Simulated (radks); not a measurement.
Species: Xe. Configuration: [Xe]. Calculated with a radial shooting solver on a logarithmic mesh with Libxc functionals: non-relativistic Kohn-Sham, PBE, spin-polarised, spherical densities, point nucleus; relativity is left out, which matters for an element this heavy.

Unscreened Slater integrals over Kohn-Sham orbitals (hartree). They are taken over the spin-up orbitals.

integral      value
F0(5p,5p)   0.38798
F2(5p,5p)   0.20566
F0(5p,5s)   0.42042
G1(5p,5s)   0.27948
F0(5p,4d)   0.49397
F2(5p,4d)   0.12618
G1(5p,4d)  0.035491
G3(5p,4d)  0.033620
F0(5p,4p)   0.49922
F2(5p,4p)   0.11169
G0(5p,4p)  0.020611
G2(5p,4p)  0.026497
F0(5s,5s)   0.46374
F0(5s,4d)   0.57459
G2(5s,4d)  0.057447
F0(5s,4p)   0.58250
G1(5s,4p)  0.037970
F0(4d,4d)    1.0360
F2(4d,4d)   0.52627
F4(4d,4d)   0.35024
F0(4d,4p)    1.0908
F2(4d,4p)   0.55898
G1(4d,4p)   0.71159
G3(4d,4p)   0.44310
F0(4p,4p)    1.1556
F2(4p,4p)   0.60803
